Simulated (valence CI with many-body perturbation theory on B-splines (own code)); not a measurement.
**Assign the levels of O IV**

Computed by valence CI with perturbative core correlation (CI+MBPT): three valence electrons over a frozen Dirac-Fock core [He], a basis of 11 s, 11 p, 9 d, 7 f, 5 g, 2 h, 1 i functions for each j, with the one-electron correlation potential Σ1 (screened to all orders), the two-electron term Σ2, the three-electron term Σ3, Breit, model QED; selected single and double excitations, second order for the rest, scaled by the run's own slope (own B-spline code, finite nucleus).

Against 43 measured levels this calculation errs by 73 cm⁻¹ on average and by 162 at most. These come from a selection out of Moore, Selected Tables of Atomic Spectra, NSRDS-NBS 3, section 10. Levels without a partner in it may be off by more.

```tsv
No.	J	Parity	E (cm⁻¹)	g
1	1/2	odd	0.0	0.666
2	3/2	odd	386	1.334
3	1/2	even	71375	2.670
4	3/2	even	71506	1.735
5	5/2	even	71690	1.601
6	5/2	even	127002	1.200
7	3/2	even	127015	0.799
8	1/2	even	164521	2.002
9	1/2	even	180643	0.666
10	3/2	even	180884	1.334
11	3/2	odd	231565	2.002
12	5/2	odd	255231	1.200
13	3/2	odd	255261	0.799
14	1/2	odd	289169	0.666
```

Energies count from the lowest level. Strongly mixed levels and levels close to another of their J and parity are left out, so the numbers can have gaps.

Task: Give configuration and LS term of each level.

Result: 1: 2s2 2p 2P°; 2: 2s2 2p 2P°; 3: 2s 2p2 4P; 4: 2s 2p2 4P; 5: 2s 2p2 4P; 6: 2s 2p2 2D; 7: 2s 2p2 2D; 8: 2s 2p2 2S; 9: 2s 2p2 2P; 10: 2s 2p2 2P; 11: 2p3 4S°; 12: 2p3 2D°; 13: 2p3 2D°; 14: 2p3 2P°.
